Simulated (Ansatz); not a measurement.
Consider the hydrogenolysis of a Ga–Si bond: `[SiH3][GaH][O][SbH2]` + H₂ → `[GaH2][O][SbH2]` + SiH₄.

Program: Ansatz. Geometries: PBE0-D4/def2-TZVP. ΔE: electronic, gas phase. CCSD(T)/CBS adds triple-zeta CCSD(T) − MP2 to the extrapolated MP2 energy (def2 sets, frozen cores). This one scheme is used for every species. DFT in def2-TZVPP. B3LYP here is the variant with VWN-RPA as its local correlation; programs differ in this. HSE06 is defined as in plane-wave codes. def2 core potentials past Kr. For Ga, Sb outer-core shells are correlated without core-valence functions, which leaves a few kJ/mol of doubt a bond. Scalar relativity is left out up to krypton. Each species was taken in one conformer, which may not be the lowest.

```tsv
level	ΔE (kJ/mol)	difference from CCSD(T)/CBS
LDA (SPW92)	9.8	5.2
PBE-D4	15.2	10.6
revPBE-D4	16.2	11.6
BLYP-D4	8.2	3.6
r2SCAN-D4	6.3	1.7
PBE0-D4	8.3	3.7
B3LYP-D4	2.8	-1.8
r2SCANh-D4	4.7	0.1
HSE06-D4	8.3	3.7
BHLYP-D4	-3.9	-8.5
CAM-B3LYP-D4	-6.7	-11.3
ωB97X-V	-3.3	-7.9
ωB97M-V	-2.5	-7.1
B2PLYP	-6.8	-11.4
PBE-QIDH	-0.8	-5.4
PBE	7.2	2.6
revPBE	3.9	-0.7
BLYP	-6.8	-11.4
PBE0	1.0	-3.6
B3LYP	-10.1	-14.7
r2SCANh	2.3	-2.3
r2SCAN0	-0.4	-5.0
HSE06	1.2	-3.4
BHLYP	-17.5	-22.1
CAM-B3LYP	-14.8	-19.4
RPA@PBE/def2-TZVPP	-3.6	-8.2
MP2/def2-SVP	-10.2	-14.8
CCSD/def2-SVP	-15.4	-20.0
CCSD(T)/def2-SVP	-11.1	-15.7
HF/def2-TZVPP	-34.4	-39.0
MP2/def2-TZVPP	0.5	-4.1
SCS-MP2/def2-TZVPP	-7.3	-11.9
CCSD/def2-TZVPP	-6.6	-11.2
CCSD(T)/def2-TZVPP	-0.6	-5.2
HF/def2-QZVPP	-35.6	-40.2
MP2/def2-QZVPP	3.0	-1.6
SCS-MP2/def2-QZVPP	-5.3	-9.9
HF/CBS(def2)	-35.8	-40.4
MP2/CBS(def2)	5.6	1.0
CCSD/CBS(def2)	-1.4	-6.0
CCSD(T)/CBS	4.6	0
```

Largest T1 diagnostic among the species: 0.016.

From BLYP to BHLYP (50 % exact exchange), in def2-TZVPP and without D4, ΔE moves by −10.7 kJ/mol. The D4 term adds +12.8 kJ/mol with B3LYP and +7.3 kJ/mol with PBE0; it sums over pairs of atoms, weighted by their polarisabilities, and B3LYP, whose exchange is more repulsive, gets the larger term.

CCSD(T)/CBS has its own doubt, a few kJ/mol and more with outer-core shells, so smaller differences from it don't rank the levels.
